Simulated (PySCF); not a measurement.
# Interval between two levels of Mn+ by level of theory

Mn+ [Ar] 3d5 4s1 [7S3, M_J = 3] → Mn+ [Ar] 3d6 [5D4, M_J = 4], as a difference of total energies. All numbers are calculated (PySCF 2.14, the two-component X2C-1e Hamiltonian, in x2c-TZVPall-2c (6s7p4d1f, 54 functions)). Correlated levels: [Ne] frozen; the 6 highest virtual spinors dropped. "Screened" scales the spin-orbit matrix elements by Boettger's factors to mimic the two-electron term; Breit and QED terms are absent.

```json
{"method": "GHF (spin-free)", "interval between two levels (cm⁻¹)": "28917", "error (cm⁻¹)": "+14592"}
{"method": "GMP2 (spin-free)", "interval between two levels (cm⁻¹)": "16326", "error (cm⁻¹)": "+2000"}
{"method": "GHF (screened spin-orbit)", "interval between two levels (cm⁻¹)": "28679", "error (cm⁻¹)": "+14354"}
{"method": "GMP2 (screened spin-orbit)", "interval between two levels (cm⁻¹)": "16057", "error (cm⁻¹)": "+1732"}
```

Reference: 14326 cm⁻¹ (measured; NIST Handbook of Basic Atomic Spectroscopic Data (Sansonetti and Martin, J. Phys. Chem. Ref. Data 34, 1559 (2005))).

Errors of the correlated levels include the incompleteness of this basis and the frozen core.

The labels give the starting determinants; with spin-orbit coupling the two ends relaxed to ⟨J²⟩ = 12.00, ⟨L²⟩ = 0.00, ⟨S²⟩ = 12.00 and ⟨J²⟩ = 20.02, ⟨L²⟩ = 6.01, ⟨S²⟩ = 6.01.
